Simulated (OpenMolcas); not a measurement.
# Ag III: the spin-orbit constant, worked from levels

```yaml
Program: OpenMolcas 26.06
Basis: ANO-RCC-VDZP [6s5p3d1f]
Scalar_Hamiltonian: DKH2, point nucleus
Active_space: 9 electrons in 6 orbitals (4d 5s)
State_averaging: 2S+1 = 4 even, 10 roots; 2S+1 = 2 even, 29 roots
Spin-orbit_coupling: state interaction with AMFI integrals over the reference wave functions, term energies averaged over their components
```

Methods: CASSCF; MS-CASPT2, IPEA 0.25 Eh, imaginary shift 0.1 Eh (closed shells correlated: 4s 4p). Measured levels: Moore, Atomic Energy Levels, vol. III, NSRDS-NBS 35 (1971 reprint of NBS Circular 467, 1958).

**The spin-orbit constant.** For the Hund term 2D of d9, E(J) = (A/2) J(J+1) + constant and ζ = -2S·A = -A. From J = 3/2 to J = 5/2 the energy changes by 2.5 A.

| Source | E(5/2) - E(3/2) | A | ζ |
| --- | --- | --- | --- |
| CASSCF | -4894.3 | -1957.7 | 1958 |
| MS-CASPT2 | -4896.4 | -1958.6 | 1959 |
| measured | -4607.0 | -1842.8 | 1843 |

All in cm-1. MS-CASPT2 is off by +6.3 % and CASSCF by +6.2 %. Both methods take the spin-orbit matrix elements from the reference wave functions, so the second can move ζ only through the term energies and any multistate remixing.

CASPT2 does not keep the components of a term degenerate, so their means are used; among the terms shown or strongly mixed into the levels shown the widest spread is 12 cm-1 (4d9 2D, MS-CASPT2). Without dynamic correlation excited terms often stand tens of per cent too high (terms of higher spin than the ground term too low), and those without a measured partner can miss by more than the paired ones (holds for CASSCF). Measured partners are found by configuration, term and J. A level has none where our copy of the source lacks it or the pairing is in doubt (some pairs that miss far off the trend of their configuration count as doubtful), and it then counts in no deviation. Levels of configurations outside the active space are missing.
